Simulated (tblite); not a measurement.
Species: C4H7NS2Si.
Geometry (GFN2-xTB, Å), atoms numbered from 1 in this order:
```
atom  x, y, z in Å
N1     3.651    0.928    0.579
C2     2.886    0.240    0.081
C3     1.894   -0.586   -0.531
Si4    0.236    0.358   -0.594
C5    -0.506    0.638    1.146
S6    -1.836   -0.574    1.431
C7    -2.510   -0.561   -0.245
S8    -1.241   -0.905   -1.508
H9     2.216   -0.840   -1.541
H10    1.800   -1.513    0.040
H11    0.329    1.629   -1.311
H12   -0.927    1.638    1.250
H13    0.218    0.491    1.944
H14   -3.260   -1.344   -0.306
H15   -2.955    0.409   -0.457
```

Computed values, GFN2-xTB/tblite, gas phase, harmonic and unscaled. Against measured fundamentals such values can be off by several per cent, at times by over 20. Modes of hydrogen on silicon can be 10 to 20 % off. One conformer, not necessarily the lowest.

Harmonic wavenumbers (cm⁻¹): 26.5, 39.1, 83.8, 160.9, 173.6, 191.8, 285.3, 341.0, 374.8, 444.1, 529.5, 584.0, 622.1, 669.6, 677.2, 702.3, 714.6, 751.5, 757.3, 779.8, 825.9, 1009.4, 1028.0, 1061.9, 1082.6, 1148.2, 1164.3, 1177.1, 1393.0, 1402.2, 1431.0, 2281.4, 2406.2, 2961.2, 2972.0, 2978.6, 2989.5, 3015.6, 3034.8.

A = 2223, B = 770.8, C = 623.4 MHz; mass 160.979 u (most abundant isotopes); point group C1, symmetry number 1.

Problem. Zero-point energy?

Solution. Half the sum of the wavenumbers: 22136 cm⁻¹ = 63.29 kcal/mol.

Problem. Entropy at 200 K, 1 bar (ideal gas, RRHO, classical rotation)?

Solution. Translation 39.18, rotation 28.90, vibration 21.27: S = 89.3 cal/(mol K).

Problem. And Cp and H(200 K) − H(0)?

Solution. Cp = 28.09 cal/(mol K), of which vibrations give 20.14 (their classical limit is 39 R = 77.5); H(200 K) − H(0) = 3.70 kcal/mol without the zero-point energy, 2.11 from vibrations.

Problem. Which modes carry the vibrational entropy at 200 K?

Solution. 26.5 cm⁻¹: 5.28; 39.1 cm⁻¹: 4.51; 83.8 cm⁻¹: 3.02; 160.9 cm⁻¹: 1.80; 173.6 cm⁻¹: 1.67; 191.8 cm⁻¹: 1.50 cal/(mol K); the other 33 give 3.47 together.

Problem. What must be added to the electronic energy to get the Gibbs energy at 200 K and 1 bar?

Solution. ZPE + [H(200 K) − H(0)] − T·S = 63.29 + 3.70 − 17.87 = 49.12 kcal/mol.

Problem. Blend soft modes into free rotors: weight 1/[1 + (100 cm⁻¹/ν̃)⁴] for the oscillator and the rest for a rotor with moment μB/(μ + B), μ = h/(8π²ν), B = 10⁻⁴⁴ kg m². What vibrational entropy results?

Solution. 18.50 cal/(mol K) in place of 21.27, which changes −T·S at 200 K by +0.55 kcal/mol.

Problem. How do the functions run with temperature in this model?

Solution. 
```csv
T (K),S (cal/(mol K)),Cp (cal/(mol K)),H − H(0) (kcal/mol),G − H(0) (kcal/mol),ln q(vib)
100,73.6,18.7,1.37,-5.99,2.63
300,102.6,37.6,6.99,-23.78,8.00
500,125.3,51.4,16.01,-46.63,13.01
800,152.3,63.1,33.37,-88.45,19.83
1000,166.9,68.1,46.52,-120.40,23.89
```

q(vib) and H(0) count from the zero-point level.

Hindered rotation and anharmonicity are outside this model. Other conformers, if any are populated, would add a mixing term that is left out. The structure is chiral; the term R ln 2 for an equal mix with its mirror image is left out.
